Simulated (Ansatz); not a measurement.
A structure relaxed at r2SCAN-D4/def2-TZVP in Ansatz, charge 0, singlet:

```csv
atom,x (Å),y (Å),z (Å)
W1,-1.055,0.652,0.012
Si2,0.106,-1.025,0.938
Si3,0.948,0.373,-0.951
```

(1) Give its formula and point group.

(2) Summarise the bond lengths by kind (pairs closer than 1.2 times the sum of covalent radii, bridged metal pairs left out).

Answers

(1) Si₂W (the lowest singlet isomer of a short search). Point group C2v (tolerance 0.1 Å).

(2) 2 × Si–W 2.24 Å; 1 × Si–Si 2.50 Å. The metal has 2 neighbours: Si 2.24 Å, Si 2.24 Å.

In the def2 sets W takes a core potential; there is no spin–orbit coupling. The restricted singlet is unstable: a solution with broken spin symmetry lies lower. At r2SCAN-D4/def2-TZVP a triplet of charge 0 lies 0.81 eV below the restricted singlet, each at its own geometry. The structure comes from a short search, and lower isomers may exist.
